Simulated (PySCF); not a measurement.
## Radial density of Tm(56+) (thulium, charge +56)

UHF, [Ne] 3s2 3p1, 2P determinant. Computed with PySCF 2.14 in an uncontracted even-tempered set (17 s from 14 bohr⁻², ratio 2.5; 12 p from 18 bohr⁻², ratio 2.5; 4 d from 69 bohr⁻², ratio 2.7; 4 f from 100 bohr⁻², ratio 2.7), with scalar relativity by spin-free X2C-1e.

| r (bohr) | 4πr²ρ (e/bohr) | 4πr²(ρα − ρβ) |
| --- | --- | --- |
| 0.0242 | 76.43 | 1.3395 |
| 0.0407 | 89.49 | 2.4660 |
| 0.0684 | 104.2 | 0.9380 |
| 0.115 | 40.05 | 1.3776 |
| 0.194 | 21.39 | 6.3227 |
| 0.326 | 3.242 | 1.0545 |
| 0.548 | 0.01900 | 0.0048 |

Densities and radii are taken from the X2C orbitals without a picture-change correction, which distorts them close to the nucleus.

Spin-orbit coupling, absent here, splits the open shell strongly.
